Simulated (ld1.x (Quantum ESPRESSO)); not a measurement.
**An all-electron radial function and its pseudo partner (As (Z = 33))**

Columns: radius, all-electron u(r) and pseudo u(r) of the 3d shell (level -40.65 eV) of arsenic in the configuration [Ne] 3s2 3p6 3d10 4s2 4p3; PBE, scalar-relativistic, PAW scheme, ld1.x (Quantum ESPRESSO) 7.5.

```tsv
r (bohr)	all-electron	pseudo
0.065	0.0731	0.0090
0.130	0.3182	0.0671
0.195	0.6162	0.2027
0.260	0.8730	0.4112
0.325	1.0542	0.6569
0.390	1.1594	0.8882
0.455	1.2008	1.0585
0.520	1.1949	1.1436
0.585	1.1569	1.1484
0.650	1.0988	1.0998
0.715	1.0293	1.0295
0.780	0.9546	0.9546
0.845	0.8785	0.8785
0.910	0.8039	0.8039
0.975	0.7323	0.7323
1.040	0.6648	0.6648
1.105	0.6018	0.6018
1.170	0.5435	0.5435
1.235	0.4901	0.4901
1.300	0.4413	0.4413
1.365	0.3969	0.3969
1.430	0.3567	0.3567
1.495	0.3203	0.3203
1.560	0.2875	0.2875
1.625	0.2579	0.2579
1.690	0.2312	0.2312
```

(1) How many radial nodes do the two functions have?

(2) At about which radius was the pseudo-wave matched?

(3) Where does each function peak?

(4) Is the pseudo-wave norm-conserving?

## Answers

(1) The all-electron 3d function has n − l − 1 = 0; the pseudo-wave has 0.

(2) 0.75 bohr, where the columns begin to agree (steps of 0.07 bohr).

(3) Outermost all-electron maximum near 0.46 bohr, pseudo maximum near 0.58 bohr (to the table’s step).

(4) No, it belongs to a PAW set: the norm inside the radius is not constrained, and the difference is carried by the augmentation charge.
